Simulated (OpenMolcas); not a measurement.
## Pd3+: moving or changing the point charges

Pd3+ among 8 point charges of -1 e arranged as a cube (Oh), 1.93 Å from the ion.
```
   1.1143    1.1143    1.1143  -1.00
   1.1143    1.1143   -1.1143  -1.00
   1.1143   -1.1143    1.1143  -1.00
   1.1143   -1.1143   -1.1143  -1.00
  -1.1143    1.1143    1.1143  -1.00
  -1.1143    1.1143   -1.1143  -1.00
  -1.1143   -1.1143    1.1143  -1.00
  -1.1143   -1.1143   -1.1143  -1.00
```

| Quantity | Value |
| --- | --- |
| Program | OpenMolcas 26.06 |
| Method | CASSCF |
| Basis | ANO-RCC-VTZP [7s6p4d2f1g] |
| Scalar Hamiltonian | DKH2, point nucleus |
| Active space | 7 electrons in 5 orbitals (4d) |
| State averaging | 2S+1 = 4 even, 10 roots; 2S+1 = 2 even, 40 roots |
| Spin-orbit coupling | RASSI with atomic mean-field integrals over the reference wave functions |

Runs around this geometry, states (labels of O, the rotations of Oh). Energies in cm-1 above the lowest state or level, χT in cm3 K/mol; 10Dq and B are least-squares fits to the states below 45000 cm-1, weighted by degeneracy, with a free offset, and given where the rms deviation is under 5 % of |10Dq| (or 100 cm-1) and under 700 cm-1; 10Dq is negative for this site.

| R (Å) | q (e) | Ground state | First state of that spin | 10Dq | B (rms of fit) | First gap with spin-orbit (degeneracies) | χT at 300 K | First state of another spin |
| --- | --- | --- | --- | --- | --- | --- | --- | --- |
| 1.93 | -0.65 | 4A2 | 4T2 2472 | -2395 | 998 (50) | 1917 (4, 4) | 4.144 | 2E 17708 |
| 1.76 | -1 | 4A2 | 4T2 5991 | -5809 | 994 (133) | 5217 (4, 4) | 3.206 | 2E 18413 |
| 1.93 | -1 | 4A2 | 4T2 3828 | -3700 | 997 (83) | 3157 (4, 4) | 3.700 | 2E 18092 |
| 2.02 | -1 | 4A2 | 4T2 3064 | -2959 | 998 (65) | 2450 (4, 4) | 3.935 | 2E 17913 |

Taking |10Dq| as R^-n, n = -ln(2959 / 5809) / ln(2.02 / 1.76) = 4.9 between the shortest and longest distance. The point-charge formula for a cubic d site gives n = 5.

Scaling the charges by -0.65 / -1 = 0.65 scales |10Dq| by 2395 / 3700 = 0.65; with fixed orbitals a first-order splitting would follow the charge.

Without dynamic correlation the repulsion within the d shell is too large (B by tens of per cent), so at a given field states of lower spin stand too high. The ground term spreads over less than 5000 cm-1, several times less than with real ligands, so orbital moments are less quenched and χT lies further from the spin-only value than at real sites (holds for R = 1.93, q = -0.65). This is an electrostatic model: the charges have no orbitals. No measured value stands beside these numbers.
